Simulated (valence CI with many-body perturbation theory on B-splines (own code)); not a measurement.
# Sr XVI: calculated level list

Method: configuration interaction combined with many-body perturbation theory (CI+MBPT): five valence electrons over a frozen Dirac-Fock core [Ar], a basis of 7 s, 7 p, 8 d, 6 f, 4 g, 1 h functions for each j, with the one-electron correlation potential Σ1, the two-electron term Σ2, the three-electron term Σ3, Breit, model QED; selected CI, second order for the rest, scaled by the run's own slope (own B-spline code, finite nucleus).

No measured spectrum was set against this ion. As an estimate, terms of the open shell hold to 2 to 4 % of their energy, and close levels can change places. Among the levels kept, up to 320 cm⁻¹ of a level comes from second order outside the variational space, and about a tenth of that is noise between levels of different J, which matters for small intervals. The list stops below the first excitations out of the core. Only levels of the ground parity were solved; by the run's estimate the other parity begins above the list, which can be wrong where configurations are misplaced.

Levels 1 to 37 of 37, with energies above the lowest level, 3d5 6S_5/2. "Leading %" is the weight of the configuration and term that name the level; weights of strongly mixed levels are sums over their largest components and can fall short. In the jj column 3d3/2^4 stands for four electrons in 3d with j = 3/2. Lifetimes count E1, E2, E3, M1 and M2 decay at the calculated energies, and are blank where another channel may lead or the interval is too uncertain; long ones can be off by a factor of two.

```tsv
No.	Configuration	Term	J	E (eV)	Leading %	Lifetime	g	Leading jj
1	3d5	6S	5/2	0.000	97		1.988	3d3/2^2 3d5/2^3 (40 %)
2	3d5	4G	5/2	9.773	68	9.75 ms	0.785	3d3/2^4 3d5/2 (47 %)
3	3d5	4G	7/2	10.190	92	651 ms	1.002	3d3/2^3 3d5/2^2 (55 %)
4	3d5	4G	11/2	10.197	96		1.263	3d3/2^2 3d5/2^3 (44 %)
5	3d5	4G	9/2	10.354	97	6.03 s	1.170	3d3/2^2 3d5/2^3 (62 %)
6	3d5	4P	5/2	10.601	45	2.22 ms	1.296	3d3/2^3 3d5/2^2 (38 %)
7	3d5	4P	3/2	10.925	62	2.55 ms	1.516	3d3/2^3 3d5/2^2 (70 %)
8	3d5	4P	1/2	11.443	78	274 ms	2.121	3d3/2^2 3d5/2^3 (52 %)
9	3d5	4D	7/2	12.378	91	18.3 ms	1.398	3d3/2^2 3d5/2^3 (67 %)
10	3d5	4D	1/2	13.119	80	11.3 ms	0.531	3d3/2^2 3d5/2^3 (80 %)
11	3d5	4D	5/2	13.188	61	3.65 ms	1.397	3d3/2^3 3d5/2^2 (38 %)
12	3d5	4D	3/2	13.400	62	3.85 ms	1.363	3d3/2^2 3d5/2^3 (48 %)
13	3d5	2I	11/2	14.603	86	16.7 ms	0.947	3d3/2^2 3d5/2^3 (54 %)
14	3d5	2I	13/2	15.092	100	265 ms	1.075	3d3/2^2 3d5/2^3 (100 %)
15	3d5	2D	5/2	15.548	39	1.28 ms	1.085	3d3/2 3d5/2^4 (38 %)
16	3d5	2D	3/2	15.972	64	3.35 ms	0.686	3d3/2^2 3d5/2^3 (64 %)
17	3d5	2F	7/2	16.242	50	9.29 ms	1.140	3d3/2^3 3d5/2^2 (63 %)
18	3d5	4F	9/2	16.502	55	8.60 ms	1.217	3d3/2^3 3d5/2^2 (58 %)
19	3d5	4F	5/2	17.230	76	6.42 ms	1.010	3d3/2^2 3d5/2^3 (72 %)
20	3d5	2F	7/2	17.840	46	1.88 ms	1.192	3d3/2 3d5/2^4 (71 %)
21	3d5	2H	9/2	17.942	59	2.85 ms	1.059	3d3/2^2 3d5/2^3 (92 %)
22	3d5	4F	3/2	18.149	63	3.57 ms	0.559	3d3/2 3d5/2^4 (57 %)
23	3d5	2G	7/2	18.812	83	10.8 ms	0.932	3d3/2^2 3d5/2^3 (82 %)
24	3d5	2H	11/2	19.213	84		1.072	3d3/2 3d5/2^4 (83 %)
25	3d5	2F	5/2	19.327	64	1.89 ms	0.984	3d3/2^2 3d5/2^3 (30 %)
26	3d5	2G	9/2	19.929	55	4.86 ms	1.073	3d3/2 3d5/2^4 (71 %)
27	3d5	2F	5/2	20.205	64	2.11 ms	0.952	3d3/2^2 3d5/2^3 (40 %)
28	3d5	2F	7/2	20.311	79	5.38 ms	1.144	3d3/2 3d5/2^4 (49 %)
29	3d5	2S	1/2	21.719	96	1.94 ms	1.989	3d3/2^3 3d5/2^2 (39 %)
30	3d5	2D	3/2	24.222	98	1.43 ms	0.803	3d3/2^3 3d5/2^2 (35 %)
31	3d5	2D	5/2	24.707	90	1.13 ms	1.176	3d3/2 3d5/2^4 (43 %)
32	3d5	2G	9/2	26.947	100		1.109	3d3/2^2 3d5/2^3 (80 %)
33	3d5	2G	7/2	27.161	97	1.89 ms	0.894	3d3/2^2 3d5/2^3 (45 %)
34	3d5	2P	3/2	32.210	92		1.290	3d3/2^2 3d5/2^3 (75 %)
35	3d5	2P	1/2	32.644	98		0.687	3d3/2^2 3d5/2^3 (45 %)
36	3d5	2D	5/2	35.379	99		1.198	3d3/2^2 3d5/2^3 (82 %)
37	3d5	2D	3/2	35.728	92		0.838	3d3/2 3d5/2^4 (62 %)
```

Names give the largest LS component (configuration and term), which can be under half, so a name can repeat, a term be missing and a line seem to break the LS rules; names also repeat where a configuration has a term twice.

The ionisation energy to 3d4 5D_0 of the next ion comes out as 561.36 eV (NIST: 562 ± 3 eV (theoretical)). All 37 levels together are meant to be complete up to 89.605 eV.
